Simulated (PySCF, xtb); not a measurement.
B2BiO, SMILES O=B[B-]#[Bi], charge -1.

GFN2-xTB in xtb at its own geometry gives an orbital gap of 1.83 eV.

Geometry optimised at PBE0-D3(BJ)/def2-SVPD. The def2 effective core potentials stand for the cores of Bi; spin–orbit coupling is left out.

Question: What does B3LYP/def2-TZVPD (PySCF) give? (The exact figures need the calculation; the answer reports its results.)

Answer: gap 3.38 eV (levels -1.01 and 2.37 eV).
